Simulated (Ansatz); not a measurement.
Two isomers of C7H14: A = `C[C@@H]1CC[C@H](C)C1`, B = `CC(C)=CC(C)C`.

Program: Ansatz. Geometries: PBE0-D4/def2-TZVP. ΔE: electronic, gas phase. CCSD(T)/CBS is the MP2 limit (def2-TZVPP, def2-QZVPP) plus CCSD(T) − MP2 in def2-TZVPP, frozen cores. Functionals use def2-TZVPP. B3LYP here is the variant with VWN-RPA as its local correlation; programs differ in this. One conformer a species, not always the lowest.

Q: Which isomer does CCSD(T)/CBS put lower? Give the gap. (Estimate.)

A: The calculation gave: A, by 12.8 kcal/mol.

Q: Give E(B) − E(A) in kcal/mol with B2PLYP, BLYP-D4, B3LYP-D4, CCSD(T)/def2-TZVPP, CCSD(T)/def2-SVP, ωB97M-V, CCSD/def2-TZVPP. (An estimate is asked.)

A: The calculation gave: B2PLYP 10.1, BLYP-D4 6.3, B3LYP-D4 9.1, CCSD(T)/def2-TZVPP 13.0, CCSD(T)/def2-SVP 13.9, ωB97M-V 13.6, CCSD/def2-TZVPP 13.4. None reverses the order clearly.

Largest T1 diagnostic: 0.009.

From BLYP to BHLYP (50 % exact exchange), in def2-TZVPP and without D4, E(B) − E(A) moves by +6.4 kcal/mol. In def2-TZVPP, CCSD(T) changes the Hartree–Fock value by +3.0 kcal/mol (the triples alone add −0.5 kcal/mol) and MP2 by +4.4 kcal/mol.
